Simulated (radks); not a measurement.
Question: Species: Rh+. Configuration: [Kr] 4d8. Method: scalar-relativistic Kohn-Sham, XLYP, spin-polarised, spherical densities, point nucleus; open shells are filled with parallel spins first (spin-orbit coupling, left out, can overturn this in heavy ions); computed with a radial shooting solver on a logarithmic mesh with Libxc functionals. Some entries of the table are withheld. Estimate them.

| orbital | occ. | eigenvalue (hartree) | <1/r> (bohr^-1) |
|---|---|---|---|
| 1s down | 1 | -847.1845 | 47.06 |
| 1s up | 1 | -847.1844 | 47.06 |
| 2s up | 1 | -123.0629 | 10.65 |
| 2s down | 1 | -123.0520 | 10.65 |
| 2p up | 3 | -110.3253 | 10.32 |
| 2p down | 3 | -110.3171 | 10.32 |
| 3s up | 1 | -22.21203 | 3.710 |
| 3s down | 1 | -22.20652 | 3.710 |
| 3p up | 3 | -18.02646 | 3.533 |
| 3p down | 3 | -18.02020 | 3.533 |
| 3d up | 5 | (1) | 3.307 |
| 3d down | 5 | (2) | 3.307 |
| 4s up | 1 | (3) | 1.401 |
| 4s down | 1 | (4) | 1.404 |
| 4p up | 3 | -2.15789 | 1.251 |
| 4p down | 3 | -2.10812 | 1.253 |
| 4d up | 5 | (5) | 0.8809 |
| 4d down | 3 | (6) | 0.8699 |

Answer: 
(1) 3d up eigenvalue (hartree): -11.33228
(2) 3d down eigenvalue (hartree): -11.32249
(3) 4s up eigenvalue (hartree): -3.33573
(4) 4s down eigenvalue (hartree): -3.28811
(5) 4d up eigenvalue (hartree): -0.51877
(6) 4d down eigenvalue (hartree): -0.47294
